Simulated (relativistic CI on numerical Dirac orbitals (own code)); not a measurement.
Slater's F² for O⁺ from its measured terms

Problem. The ground configuration 2s2 2p3 of O⁺ has the measured levels 4S: 0.0 (J = 3/2); 2D: 26830.6 (J = 3/2), 26810.5 (J = 5/2); 2P: 40470.0 (J = 1/2), 40468.0 (J = 3/2) cm⁻¹ (NIST Handbook of Basic Atomic Spectroscopic Data (Sansonetti and Martin, J. Phys. Chem. Ref. Data 34, 1559 (2005))). Test the one-configuration theory of p3 and extract F²(2p,2p).

Working.
1. Centres of gravity, weighted by 2J + 1: 4S 0.0, 2D 26818.6, 2P 40468.7 cm⁻¹. To first order spin-orbit coupling drops out of them.
2. Slater-Condon theory gives 2D − 4S = 9F²/25 and 2P − 2D = 6F²/25, so the ratio of the upper interval to the lower is 6/9 = 0.667, whatever F².
3. Measured intervals: 26818.6 and 13650.1 cm⁻¹, ratio 0.509.
4. F² from the lower interval is 74496 and from the upper 56875 cm⁻¹.

Check. The radial integral calculated for this configuration (Dirac-KLI orbitals, unscaled) is F² = 83407 cm⁻¹; the two empirical values are 89 % and 68 % of it. The ratio falls short of 0.67 mainly because the highest term mixes with s⁰p5, which has the same term and pushes it down.
